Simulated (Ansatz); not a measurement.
CH₆GeOSn, SMILES `[SnH3][GeH]1[CH2][O]1` at its PBE0-D4/def2-TZVP geometry, where that method's forces vanish. The species carries charge 0 and has multiplicity 1. Sn takes the def2 core potential.

```xyz
10

Sn   -1.5384    1.2064   -0.1879
Ge    0.0298   -0.8391   -0.3539
C     1.6627   -0.9132    0.6433
O     1.7698   -0.2623   -0.6046
H    -1.6655    1.9745   -1.7035
H    -3.0894    0.7102    0.3201
H    -0.8718    2.2742    0.9580
H    -0.2609   -2.0068   -1.3088
H     2.1829   -1.8691    0.7177
H     1.7809   -0.2748    1.5195
```

Task: What forces (eV/Å) does r2SCAN-D4/def2-TZVPP give on these atoms in Ansatz? (Best estimate.)

Result: Ansatz gave: 
```
Sn1  0.017 -0.017 -0.010
Ge2 -0.259 -0.056  0.004
C3   0.090 -0.115  0.257
O4   0.130  0.144 -0.245
H5  -0.008  0.009  0.010
H6   0.012  0.011 -0.005
H7  -0.008 -0.004 -0.010
H8   0.042  0.030  0.006
H9  -0.004 -0.011 -0.009
H10 -0.012  0.009  0.003
```
